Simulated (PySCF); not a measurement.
Simulated absorption spectrum

Species: SiClMe3, C3H9ClSi.
Structure used (PBE0-D3(BJ)/def2-SVP), in Å, numbered top down from 1:
```
atom  x, y, z in Å
Si1    0.0032   -0.0032    0.4080
Cl2    0.0309   -0.0013    2.5031
C3     1.7804   -0.0142   -0.1735
H4     2.3289    0.8547    0.2207
H5     1.8232    0.0220   -1.2742
H6     2.2979   -0.9262    0.1607
C7    -0.8853    1.5486   -0.1394
H8    -1.9227    1.5587    0.2279
H9    -0.9093    1.6096   -1.2394
H10   -0.3788    2.4475    0.2435
C11   -0.9053   -1.5441   -0.1366
H12   -1.9422   -1.5415    0.2317
H13   -0.4090   -2.4478    0.2474
H14   -0.9315   -1.6067   -1.2367
```

Computed, not measured: PySCF 2.14.0, density-fitted response routines, TDDFT CAM-B3LYP/def2-SVPD, vertical, gas phase, core orbitals frozen in the response.

Broadening: Gaussians 0.3 eV wide at half height, area fixed by f = 4.319×10⁻⁹ ∫ε dν̃. The cross-section is σ = 3.8235×10⁻²¹ ε cm², given in Mb (10⁻¹⁸ cm²). The width is an assumption, not a result. The curve ends short of the highest state used, and states not computed would add to its high-energy end.

(λ (nm), σ (Mb)): (144.0, 0.11), (144.6, 0.06), (145.2, 0.05), (145.8, 0.07), (146.3, 0.12), (146.9, 0.23), (147.5, 0.47), (148.1, 0.94), (148.7, 1.84), (149.3, 3.49), (149.9, 6.27), (150.5, 10.64), (151.1, 16.97), (151.6, 23.83), (152.2, 33.77), (152.8, 44.86), (153.4, 55.93), (154.0, 65.51), (154.6, 72.16), (155.2, 74.86), (155.8, 73.24), (156.4, 67.65), (156.9, 60.66), (157.5, 50.60), (158.1, 40.00), (158.7, 30.00), (159.3, 21.37), (159.9, 14.48), (160.5, 9.34), (161.1, 5.75), (161.6, 3.70), (162.2, 2.09), (162.8, 1.13), (163.4, 0.58), (164.0, 0.29), (164.6, 0.14)

Question: Where are the band maxima, and which computed states make them?

Answer: 155 nm (7.99 eV), ε about 20000, made up of S1 (50%) and S2 (50%) (ε in L mol⁻¹ cm⁻¹; maxima over ε = 5, shares over 10%). At its high-energy end, 8.61 eV, the curve is still rising (ε about 27, from S5 and S6). The states used: S1 7.98 eV (f 0.109); S2 7.99 eV (f 0.109); S3 8.26 eV (f 0.0003); S4 8.26 eV (f 0.0005); S5 8.99 eV (f 0.011); S6 8.99 eV (f 0.011); S7 9.11 eV (f 0.057); S8 9.15 eV (f 0.0000); S9 9.21 eV (f 0.0032); S10 9.21 eV (f 0.0030).

Question: Coming from long wavelengths, where does ε first pass 100 L mol⁻¹ cm⁻¹?

Answer: At about 164 nm (7.57 eV), 0.41 eV below S1.

Question: What would ε be at 7.99 eV, the highest of these maxima, with half the width (0.15 eV)?

Answer: About 39000 L mol⁻¹ cm⁻¹ against 19600, a factor of about 1.99; a lone state at its own centre would give exactly 2.
